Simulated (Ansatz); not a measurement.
Cost and result for the atomization energy of CH$_{5}$BOSi (`[SiH3]B1CO1`) (9 atoms, 9 bonds).

```xyz
9

Si    0.9620    1.0491   -0.8209
B    -0.3045   -0.0632    0.2503
C    -0.9460   -1.3193    0.8171
O    -1.3326    0.0932    1.0835
H     2.3520    0.7471   -0.3857
H     0.8289    0.6803   -2.2558
H     0.7052    2.5040   -0.6637
H    -0.5540   -1.8211    1.6969
H    -1.7111   -1.8702    0.2782
```

Charge 0, multiplicity 1. All single points use the PBE0-D4/def2-TZVP geometry. Program: Ansatz. All runs use 2 threads of an Arm Neoverse V2 on a shared host. Times are those of one run each, without the atoms' runs, and a repeat can differ threefold. Electronic energies, without spin–orbit coupling; frozen cores. CCSD(T)/CBS adds CCSD(T) − MP2 in def2-TZVPP to the MP2 limit, and its time is that of the two runs behind it. T1 = 0.016. HSE06 is the plane-wave form, built on full-range PBE exchange.

CCSD(T)/CBS is a level of theory with its own doubt, some kJ/mol a heavy atom from the limit and from the frozen cores, so smaller differences don't rank the functionals.

```tsv
level	functions	wall time
LDA (SPW92)/def2-TZVPP	205	1.1 s
revPBE-D4/def2-TZVPP	205	1.9 s
BLYP-D4/def2-TZVPP	205	1.9 s
CCSD(T)/def2-SVP	85	2.1 s
PBE0-D4/def2-TZVPP	205	2.3 s
HSE06-D4/def2-TZVPP	205	2.4 s
BHLYP-D4/def2-TZVPP	205	2.5 s
r2SCANh-D4/def2-TZVPP	205	3.7 s
PBE-QIDH/def2-TZVPP	205	4.1 s
B2PLYP/def2-TZVPP	205	4.2 s
MP2/def2-QZVPP	391	15 s
CCSD(T)/def2-TZVPP	205	54 s
CCSD(T)/CBS(def2)	–	69 s
```

(1) What atomization energy does each give, and how far from CCSD(T)/CBS? (Best estimate.)

## Answers

(1) The calculation gave: 
```json
{"level": "LDA (SPW92)/def2-TZVPP", "atomization (kcal/mol)": "886.5", "difference from CCSD(T)/CBS": "112.8", "per bond": "12.5"}
{"level": "revPBE-D4/def2-TZVPP", "atomization (kcal/mol)": "772.4", "difference from CCSD(T)/CBS": "-1.3", "per bond": "-0.1"}
{"level": "BLYP-D4/def2-TZVPP", "atomization (kcal/mol)": "775.5", "difference from CCSD(T)/CBS": "1.8", "per bond": "0.2"}
{"level": "CCSD(T)/def2-SVP", "atomization (kcal/mol)": "735.8", "difference from CCSD(T)/CBS": "-37.9", "per bond": "-4.2"}
{"level": "PBE0-D4/def2-TZVPP", "atomization (kcal/mol)": "776.9", "difference from CCSD(T)/CBS": "3.2", "per bond": "0.4"}
{"level": "HSE06-D4/def2-TZVPP", "atomization (kcal/mol)": "777.5", "difference from CCSD(T)/CBS": "3.8", "per bond": "0.4"}
{"level": "BHLYP-D4/def2-TZVPP", "atomization (kcal/mol)": "754.0", "difference from CCSD(T)/CBS": "-19.7", "per bond": "-2.2"}
{"level": "r2SCANh-D4/def2-TZVPP", "atomization (kcal/mol)": "775.8", "difference from CCSD(T)/CBS": "2.1", "per bond": "0.2"}
{"level": "PBE-QIDH/def2-TZVPP", "atomization (kcal/mol)": "770.9", "difference from CCSD(T)/CBS": "-2.8", "per bond": "-0.3"}
{"level": "B2PLYP/def2-TZVPP", "atomization (kcal/mol)": "768.7", "difference from CCSD(T)/CBS": "-5.0", "per bond": "-0.6"}
{"level": "MP2/def2-QZVPP", "atomization (kcal/mol)": "778.5", "difference from CCSD(T)/CBS": "4.8", "per bond": "0.5"}
{"level": "CCSD(T)/def2-TZVPP", "atomization (kcal/mol)": "754.7", "difference from CCSD(T)/CBS": "-19.0", "per bond": "-2.1"}
{"level": "CCSD(T)/CBS(def2)", "atomization (kcal/mol)": "773.7", "difference from CCSD(T)/CBS": "0.0", "per bond": "0.0"}
```

From BLYP to BHLYP (50 % exact exchange), in def2-TZVPP and without D4, the atomization energy moves by −18.2 kcal/mol: exact exchange takes away binding that semilocal exchange gives to molecules. At CCSD(T), def2-SVP lies −38.0 kcal/mol from the extrapolated value and def2-TZVPP −19.1 kcal/mol: correlation converges slowly with the basis, and small sets miss more of it in the bonded molecule than in its fragments. The D4 term adds +5.4 kcal/mol with B3LYP and +2.8 kcal/mol with PBE0; it sums over pairs of atoms, weighted by their polarisabilities, and B3LYP, whose exchange is more repulsive, gets the larger term.

B3LYP here is the variant with VWN-RPA as its local correlation; programs differ in this.
